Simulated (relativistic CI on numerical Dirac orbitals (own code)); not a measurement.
# Electric-dipole lines of Ar⁴⁺

Method of calculation: Dirac-Coulomb-Breit CI, orbitals from a KLI potential per configuration, model QED, valence Slater integrals scaled by 0.85, P86 correlation energy added to each configuration (own radial code, finite nucleus).

CI space (outside the closed core [Ne]): 3s2.3p2, 3s.3p3, 3s2.3p.3d, 3p4, 3s.3p2.3d, 3s2.3p.4s, 3s2.3p.4p, 3p3.3d, 3s.3p.3d2, 3s2.3p.4d, 3s2.3d.4p, 3p3.4s, 3s2.3p.4f, 3s2.3d2, 3s.3d3, 3p2.3d2, 3p.3d3, 3p.3d2.4s, 3p.3d2.4p, 3p.3d2.4d, 3s2.3d.4s, 3s.3d2.4s. Double excitations out of closed p, d and f shells are left out; levels of such configurations are missing from the list, as are those of other unlisted configurations, and high levels can miss mixing partners. These lack a partner that the ground configuration has and come out too high: 3s2.3p.4f.

| λ vac (Å) | Lower | Upper | A (s⁻¹) | gf | Branching (%) |
| --- | --- | --- | --- | --- | --- |
| 389.76 | 3s.3p3 1D°_2 [13] | 3s.3p2.3d 1F_3 [106] | 2.46e+10 | 3.92e+00 | 66.8 |
| 393.85 | 3s2.3p.3d 3F°_4 [17] | 3s2.3p.4f 3G_5 [129] | 2.27e+10 | 5.80e+00 | 98.6 |
| 393.89 | 3s2.3p.3d 3F°_3 [16] | 3s2.3p.4f 3G_4 [127] | 2.10e+10 | 4.40e+00 | 90.0 |
| 431.95 | 3s2.3p2 1D_2 [4] | 3s2.3p.3d 1F°_3 [26] | 3.06e+10 | 5.98e+00 | 99.8 |
| 437.00 | 3s.3p3 3D°_3 [9] | 3s.3p2.3d 3F_4 [70] | 2.04e+10 | 5.25e+00 | 94.5 |
| 438.00 | 3s.3p3 3D°_2 [8] | 3s.3p2.3d 3F_3 [69] | 1.74e+10 | 3.49e+00 | 83.8 |
| 442.39 | 3s2.3p2 3P_1 [2] | 3s2.3p.3d 3D°_2 [24] | 1.88e+10 | 2.76e+00 | 67.0 |
| 443.86 | 3s2.3p.3d 3D°_2 [24] | 3s2.3p.4f 3F_3 [139] | 2.93e+10 | 6.06e+00 | 75.0 |
| 444.45 | 3s2.3p2 3P_2 [3] | 3s2.3p.3d 3D°_3 [25] | 2.79e+10 | 5.78e+00 | 99.9 |
| 444.53 | 3s2.3p.3d 3D°_3 [25] | 3s2.3p.4f 3F_4 [137] | 4.03e+10 | 1.07e+01 | 97.7 |
| 450.05 | 3s.3p3 5S°_2 [6] | 3s.3p2.3d 5P_1 [51] | 2.37e+10 | 2.16e+00 | 100.0 |
| 450.70 | 3s.3p3 5S°_2 [6] | 3s.3p2.3d 5P_2 [50] | 2.36e+10 | 3.59e+00 | 100.0 |
| 451.72 | 3s.3p3 5S°_2 [6] | 3s.3p2.3d 5P_3 [48] | 2.35e+10 | 5.03e+00 | 100.0 |
| 457.63 | 3s.3p3 3S°_1 [14] | 3s.3p2.3d 3P_2 [98] | 2.96e+10 | 4.64e+00 | 65.3 |
| 459.84 | 3s2.3p2 3P_2 [3] | 3s2.3p.3d 3P°_2 [19] | 1.05e+10 | 1.67e+00 | 59.1 |
| 460.45 | 3s2.3p2 1S_0 [5] | 3s2.3p.3d 1P°_1 [27] | 2.28e+10 | 2.17e+00 | 99.8 |
| 461.36 | 3s2.3p.3d 1F°_3 [26] | 3s2.3p.4f 1G_4 [149] | 4.90e+10 | 1.41e+01 | 99.1 |
| 468.27 | 3s.3p3 3D°_3 [9] | 3s.3p2.3d 3D_3 [61] | 1.31e+10 | 3.01e+00 | 85.4 |
| 483.38 | 3s2.3p.3d 1P°_1 [27] | 3s2.3p.4f 1D_2 [148] | 3.46e+10 | 6.06e+00 | 92.9 |
| 485.26 | 3s2.3p2 1D_2 [4] | 3s2.3p.3d 1D°_2 [22] | 2.15e+10 | 3.79e+00 | 97.0 |

Terms are leading LS components. Brackets give the number of a level in order of energy, since labels repeat. The list gives strong lines, with weight on those to low levels, without lines whose two gauges differ by over a factor of 2.5, among the lowest 200 of 1312 levels, so that lines to higher ones, which can be the strongest, are missing. Levels whose partners in the same complex of configurations lie outside the list can be far off, and so can their lines. Rates are taken at the computed energies, electric ones in the length gauge.

At this charge configurations can still be misplaced by up to about 7 % of their energy. 33 of the 43 excited levels that our extract of the measured tables holds in this range could be paired (the sources list more); they are missed by 7222 cm⁻¹ on average and 67052 at most, and levels without a partner can miss by more.

LS names give the leading component of a level, which can be under half, so a name can repeat, a term be missing and a line seem to break the LS rules.
